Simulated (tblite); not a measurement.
Species: C6H13ClSi.
Z-matrix (Å and degrees, GFN2-xTB geometry), rows numbered from 1:
```
C 
C   1  1.4924
C   2  1.3245  1  126.84
Cl  3  1.7449  2  119.66  1     0.43
C   3  1.4982  2  128.60  1   179.55
C   5  1.5339  3  108.63  2   109.47
C   5  1.5283  3  111.55  2   -10.08
Si  5  1.9296  3  108.57  2  -131.51
H   1  1.0857  2  111.50  3     0.29
H   1  1.0900  2  109.92  3  -120.60
H   1  1.0898  2  109.93  3   121.10
H   2  1.0797  1  114.81  3  -179.90
H   6  1.0880  5  110.28  3   177.02
H   6  1.0874  5  111.13  3    56.83
H   6  1.0904  5  110.35  3   -63.28
H   7  1.0877  5  109.73  3  -177.31
H   7  1.0894  5  111.12  3    63.62
H   7  1.0877  5  111.06  3   -57.66
H   8  1.4596  5  111.09  3   -80.41
H   8  1.4615  5  108.60  3    42.74
H   8  1.4660  5  106.70  3   161.31
```

All values are computed: GFN2-xTB (tblite) harmonic vibrations without scaling, gas phase. This tight-binding method is rough: wavenumbers can miss measured ones by several per cent, in bad cases by 10 to 20. Modes of hydrogen on silicon can be 10 to 20 % off. One conformer, not necessarily the lowest.

Harmonic wavenumbers (cm⁻¹): 38.3, 84.4, 111.8, 161.3, 185.7, 210.6, 232.6, 241.5, 266.1, 302.0, 327.4, 338.7, 380.9, 483.2, 524.0, 556.8, 573.1, 592.4, 722.6, 762.0, 786.7, 801.7, 815.2, 902.5, 965.8, 972.2, 1019.9, 1031.9, 1041.2, 1115.8, 1167.1, 1185.2, 1227.5, 1269.9, 1400.8, 1406.0, 1421.5, 1473.5, 1480.9, 1496.6, 1503.8, 1509.5, 1519.2, 1715.5, 2247.6, 2286.2, 2302.0, 2994.8, 2996.9, 3002.9, 3011.1, 3022.5, 3028.2, 3033.7, 3037.0, 3060.2, 3087.2.

A = 1838, B = 1085, C = 877.6 MHz; mass 148.048 u (most abundant isotopes); point group C1, symmetry number 1.

Q: Zero-point energy?

A: ½Σν̃ = 36718 cm⁻¹ = 439.24 kJ/mol.

Q: Give the ideal-gas entropy at 298.15 K and 1 bar in the rigid-rotor, harmonic-oscillator model (classical rotation).

A: Translation 171.18, rotation 123.84, vibration 143.49: S = 438.5 J/(mol K).

Q: And Cp and H(298.15 K) − H(0)?

A: Cp = 186.30 J/(mol K), of which vibrations give 153.05 (their classical limit is 57 R = 473.9); H(298.15 K) − H(0) = 33.13 kJ/mol without the zero-point energy, 23.22 from vibrations.

Q: Blend soft modes into free rotors: weight 1/[1 + (100 cm⁻¹/ν̃)⁴] for the oscillator and the rest for a rotor with moment μB/(μ + B), μ = h/(8π²ν), B = 10⁻⁴⁴ kg m². What vibrational entropy results?

A: 134.34 J/(mol K) in place of 143.49, which changes −T·S at 298.15 K by +2.73 kJ/mol.

Q: How do the functions run with temperature in this model?

A: 
```csv
T (K),S (J/(mol K)),Cp (J/(mol K)),H − H(0) (kJ/mol),G − H(0) (kJ/mol),ln q(vib)
50,248.8,54.7,2.09,-10.35,0.56
100,296.5,86.8,5.63,-24.03,1.78
373.15,483.9,218.9,48.35,-132.22,10.24
500,554.8,266.5,79.24,-198.17,14.12
750,676.8,335.1,155.03,-352.57,21.37
1000,779.9,381.3,244.94,-535.00,28.02
```

q(vib) and H(0) count from the zero-point level.

Q: Which modes carry the vibrational entropy at 298.15 K?

A: 38.3 cm⁻¹: 22.36; 84.4 cm⁻¹: 15.84; 111.8 cm⁻¹: 13.55; 161.3 cm⁻¹: 10.60; 185.7 cm⁻¹: 9.50; 210.6 cm⁻¹: 8.53 J/(mol K); the other 51 give 63.11 together.

Q: What must be added to the electronic energy to get the Gibbs energy at 298.15 K and 1 bar?

A: ZPE + [H(298.15 K) − H(0)] − T·S = 439.24 + 33.13 − 130.74 = 341.63 kJ/mol.

Hindered rotation and anharmonicity are outside this model. Other conformers, if any are populated, would add a mixing term that is left out. The structure is chiral; the term R ln 2 for an equal mix with its mirror image is left out.
